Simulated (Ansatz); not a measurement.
Ga₈As₈H₂₂, a nanocrystal cut from wurtzite GaAs (hydrogen-capped). The state is a singlet with charge 0. Geometry PBE-D4/def2-SVP, basis def2-SVP, Ansatz.

```xyz
38

Ga   -4.201    0.780   -2.081
As   -2.229    1.893   -3.249
As   -2.869    0.014   -0.102
Ga   -1.194   -1.714   -0.675
Ga    0.098    1.952   -2.339
As    0.593   -0.429   -1.862
As   -0.067   -2.520    1.374
Ga    1.529   -4.402    0.938
Ga    2.865   -0.551   -0.881
As    3.166   -2.986   -0.408
Ga   -2.045    1.935    1.204
As   -0.124    2.860   -0.055
As   -0.902    0.833    3.143
Ga    0.972   -0.793    2.793
Ga    2.035    2.973    1.239
As    2.491    0.496    1.322
H    -4.591   -0.457   -2.977
H    -5.161    1.956   -1.652
H    -2.107    1.376   -4.680
H    -2.577    3.335   -3.606
H    -3.853   -0.693    0.829
H    -1.772   -2.876   -1.574
H     1.130    2.675   -3.284
H     0.722   -1.086   -3.234
H    -1.190   -3.101    2.231
H     0.894   -5.417   -0.087
H     2.285   -4.777    2.270
H     4.012    0.069   -1.766
H     3.444   -3.645   -1.755
H     4.574   -3.133    0.160
H    -3.132    2.975    1.673
H    -0.536    4.313   -0.282
H    -1.974    0.129    3.970
H    -0.501    1.879    4.177
H     1.585   -1.290    4.158
H     3.129    3.653    0.330
H     1.662    3.418    2.712
H     3.840    0.356    2.023
```

```csv
run,HOMO (eV),LUMO (eV)
A,-5.94,-2.04
B,-7.08,-1.27
C,-6.91,-1.35
D,-6.20,-1.89
```

Single mean-field runs in def2-SVP are fitted with def2-universal-jkfit.

Q: The runs used PBE, PBE0, r2SCAN, r2SCAN0. Estimate which is which.

A: A PBE (0 % exact exchange); B r2SCAN0 (25 % exact exchange); C PBE0 (25 % exact exchange); D r2SCAN (0 % exact exchange). Exact exchange lowers occupied and raises empty levels; among semilocal functionals meta-GGAs tend to open the gap a little, and such runs are hard to tell apart. The gap grows from 3.90 eV (PBE) to 5.80 eV (r2SCAN0).
